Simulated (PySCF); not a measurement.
One molecule, one basis, several functionals.

Species: BrGeH4N.
SMILES: `[Br][GeH2][NH2]`

Torsions of this conformer, `[NH2:1][GeH2:2][Br:3]`: H–N1–Ge2–Br3 -64°, H–N1–Ge2–Br3 64°.

PySCF, def2-SVPD basis, density fitting, gas phase, PBE0-D3(BJ)/def2-SVP geometry; singlet excitations by full TDDFT with frozen cores, triplets by Tamm–Dancoff TDDFT and ionisation energies by ΔSCF, from the lowest of the holes tried. One functional is left out:

```json
{"functional": "LDA", "exact exchange (%)": "0", "HOMO energy (eV)": "-6.65", "LUMO energy (eV)": "-1.47", "lowest singlet excitation (eV)": "5.54", "lowest triplet excitation (eV)": "5.01", "dipole moment (D)": "1.769", "mean polarisability (au)": "66.4", "vertical ionisation energy (eV)": "9.85"}
{"functional": "PBE", "exact exchange (%)": "0", "HOMO energy (eV)": "-6.51", "LUMO energy (eV)": "-1.25", "lowest singlet excitation (eV)": "5.58", "lowest triplet excitation (eV)": "5.03", "dipole moment (D)": "1.745", "mean polarisability (au)": "65.7", "vertical ionisation energy (eV)": "9.64"}
{"functional": "B3LYP", "exact exchange (%)": "20", "HOMO energy (eV)": "-7.60", "LUMO energy (eV)": "-0.68", "lowest singlet excitation (eV)": "6.04", "lowest triplet excitation (eV)": "5.45", "dipole moment (D)": "1.700", "mean polarisability (au)": "63.6", "vertical ionisation energy (eV)": "9.90"}
{"functional": "BHandHLYP", "exact exchange (%)": "50", "HOMO energy (eV)": "-9.08", "LUMO energy (eV)": "0.41", "lowest singlet excitation (eV)": "6.66", "lowest triplet excitation (eV)": "6.07", "dipole moment (D)": "1.693", "mean polarisability (au)": "60.7", "vertical ionisation energy (eV)": "9.99"}
```

Q: Predict the row of PBE0 (25 % exact exchange) by straight lines through the other rows, and check it.

A: 
```csv
property,line,computed,computed − line,"B3LYP (20 %), for comparison"
HOMO energy (eV),-7.84,-7.86,-0.02,-7.60
LUMO energy (eV),-0.48,-0.39,+0.09,-0.68
lowest singlet excitation (eV),6.12,6.28,+0.16,6.04
lowest triplet excitation (eV),5.55,5.64,+0.09,5.45
dipole moment (D),1.717,1.733,+0.016,1.700
mean polarisability (au),63.3,62.7,-0.6,63.6
vertical ionisation energy (eV),9.88,9.93,+0.05,9.90
```
